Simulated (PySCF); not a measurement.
Isomers C₉H₉N:

A. `C=C1C=CC([C@@H](C)C#N)=C1`
B. `C1=C/C=C\C=C/C(/C=N\[H])=C\1`
C. `C=C=C(C)c1ccncc1`
D. `InChI=1S/C9H9N/c10-8-4-7-9-5-2-1-3-6-9/h1-3,5-6H,8,10H2`

Spectrum 1. 1H NMR (500 MHz, computed): δ 7.72 (m, 2H), 7.59 (m, 2H), 7.52 (m, 1H), 3.83 (s, 2H), 0.98 (br s, 2H). 13C{1H} NMR (computed): δ 138.0 (CH), 133.7 (CH), 132.8 (CH), 128.3 (C), 101.8 (C), 91.2 (C), 36.6 (CH2).

Spectrum 2. 1H NMR (500 MHz, computed): δ 10.79 (br s, 1H), 8.08 (s, 1H), 6.51 (m, 1H), 6.40 (m, 1H), 6.37 (m, 1H), 6.28 (m, 1H), 6.25 (m, 1H), 6.14 (m, 1H), 6.13 (d, 1H). 13C{1H} NMR (computed): δ 172.4 (CH), 148.5 (CH), 147.2 (C), 146.0 (CH), 142.1 (CH), 141.4 (CH), 140.6 (CH), 139.9 (CH), 137.7 (CH).

Spectrum 3. 1H NMR (500 MHz, computed): δ 6.91 (d, 1H), 6.52 (d, 1H), 6.25 (m, 1H), 6.23 (m, 1H), 6.14 (s, 1H), 3.45 (q, 1H), 1.51 (d, 3H). 13C{1H} NMR (computed): δ 159.2 (C), 153.2 (C), 139.2 (CH), 134.7 (CH2), 133.5 (CH), 126.5 (CH), 125.3 (C), 27.5 (CH), 22.4 (CH3).

Spectrum 4. 1H NMR (500 MHz, computed): δ 8.92 (d, 2H), 7.43 (d, 2H), 5.46 (s, 2H), 2.19 (s, 3H). 13C{1H} NMR (computed): δ 223.8 (C), 155.9 (CH), 148.2 (C), 124.3 (CH), 104.7 (C), 82.2 (CH2), 18.5 (CH3).

Level of theory: GIAO PBE0/pcSseg-1 shieldings, coordinates at the GFN2-xTB level, in PySCF 2.14 (one conformer, no solvent model, no relativistic terms, fast rotation and ring inversion assumed for equivalent nuclei).

δ = σ(ref) − σ, references computed at the same level: 1H and 13C vs TMS. Where no couplings were computed, multiplicities follow the n + 1 count of equivalent neighbours, and m marks all less simple cases (inequivalent or close neighbours, rings, F or P nearby). Shifts are as computed. Against solution values, carbons near 30 ppm lie about +3 ppm off and those near 130 ppm about +5 ppm. Of 1211 compounds with measured shifts, 218 miss one by over three times the rms of a fit or turn the order of signals round; such compounds aren't used in these exercises. OH and NH positions are gas-phase values without hydrogen bonding to other molecules.

**Question.** Which spectrum belongs to which compound?

**Answer.** 1–D, 2–B, 3–A, 4–C.

- Spectrum 1 (D): 7 13C signals; δC 138.0 is an aromatic CH; δC 133.7 is an aromatic CH.
- Spectrum 2 (B): 9 13C signals; δC 148.5 is an alkene CH; δC 147.2 is a fully substituted alkene carbon.
- Spectrum 3 (A): 9 13C signals; δC 159.2 is a fully substituted alkene carbon; δC 153.2 is a fully substituted alkene carbon.
- Spectrum 4 (C): 7 13C signals; δC 223.8 is a central carbon of an allene; δC 155.9 is an aromatic CH next to a ring nitrogen.
